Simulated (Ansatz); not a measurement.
BClF₃HSi (`F[Si](F)(F)BCl`) from Hartree–Fock to CCSD(T)

| atom | x (Å) | y (Å) | z (Å) |
| --- | --- | --- | --- |
| F1 | 1.714 | 0.670 | 0.804 |
| Si2 | 0.495 | 0.635 | -0.198 |
| F3 | 1.093 | 0.514 | -1.657 |
| F4 | -0.232 | 2.035 | -0.098 |
| B5 | -0.794 | -0.863 | 0.167 |
| Cl6 | -0.505 | -1.955 | 1.473 |
| H7 | -1.772 | -1.037 | -0.491 |

The species carries charge 0 and has multiplicity 1. Geometry: relaxed with PBE0-D4/def2-TZVP. It is one conformer, not always the lowest. Frozen core, restricted reference, Ansatz. CBS rows extrapolate triple and quadruple zeta; past MP2 they add the triple-zeta difference.

```json
{"basis": "def2-SVP", "HF (Eh)": "-1071.73333", "MP2 corr.": "-0.85045", "CCSD corr.": "-0.88186", "(T)": "-0.01624", "CCSD(T) total": "-1072.63143"}
{"basis": "def2-TZVPP", "HF (Eh)": "-1072.42841", "MP2 corr.": "-1.13550", "CCSD corr.": "-1.16430", "(T)": "-0.03812", "CCSD(T) total": "-1073.63083"}
{"basis": "def2-QZVPP", "HF (Eh)": "-1072.46629", "MP2 corr.": "-1.24406", "CCSD corr.": "–", "(T)": "–", "CCSD(T) total": "–"}
{"basis": "CBS(def2)", "HF (Eh)": "-1072.47151", "MP2 corr.": "-1.32448", "CCSD corr.": "-1.35327", "(T)": "as TZ", "CCSD(T) total": "-1073.86290"}
```
